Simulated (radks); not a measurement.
Problem. H, configuration 2p1 (not the ground configuration). Method: Dirac Kohn-Sham, LDA (Slater exchange, Perdew-Wang correlation), spin-unpolarised, spherical densities, finite nucleus; open shells fill j = l - 1/2 first; Gaussian nuclear charge, rms radius 0.8783 fm; computed with a radial shooting solver on a logarithmic mesh with Libxc functionals. Some entries of the table are withheld. Estimate them.

orbital  occ.  eigenvalue (hartree)  <r^2> (bohr^2)
1s1/2       0              -0.39978             (1)
2p1/2       1                   (2)             (3)
2p3/2       0                   (4)             (5)

Solution. 
(1) 1s1/2 <r^2> (bohr^2): 3.248
(2) 2p1/2 eigenvalue (hartree): -0.05669
(3) 2p1/2 <r^2> (bohr^2): 34.29
(4) 2p3/2 eigenvalue (hartree): -0.05669
(5) 2p3/2 <r^2> (bohr^2): 34.29
